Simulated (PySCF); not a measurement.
Species: bromo(diethyl)borane, C$_{4}$H$_{10}$BBr, charge 0, multiplicity 1. SMILES: CCB(Br)CC
Coordinates optimised at B3LYP-D3(BJ)/def2-TZVP (Ansatz):
```xyz
16

C      2.5222     0.7222     0.6472
C      1.3664     0.0508     1.3853
B      0.0471    -0.2983     0.6322
Br    -0.0830     0.0005    -1.2901
C     -1.2216    -0.8618     1.3526
C     -2.3485     0.1889     1.4424
H      3.3713     0.8938     1.3111
H      2.8657     0.1095    -0.1872
H      2.2189     1.6852     0.2339
H      1.6994    -0.8979     1.8336
H      1.0683     0.6471     2.2600
H     -0.9603    -1.1956     2.3618
H     -1.6010    -1.7351     0.8134
H     -2.0198     1.0795     1.9826
H     -3.2148    -0.2152     1.9681
H     -2.6703     0.5026     0.4491
```

Dispersion corrections to the total energy (kcal/mol) from the dftd3 and dftd4 libraries through PySCF: D3(BJ) without and D4 with the three-body term, each with the damping fitted for the functional named.

```
functional  D3(BJ)      D4
----------  ------  ------
PW6B95         [?]   -6.74
TPSS        -11.04  -11.12
BP86        -13.99  -11.17
B2PLYP       -7.02     [?]
PBE          -8.69     [?]
TPSSh       -10.23  -10.15
BHLYP       -11.66   -9.79
```

Q: Some entries are withheld; supply them.

A: 
- PW6B95, D3(BJ): -4.56
- B2PLYP, D4: -5.80
- PBE, D4: -8.23
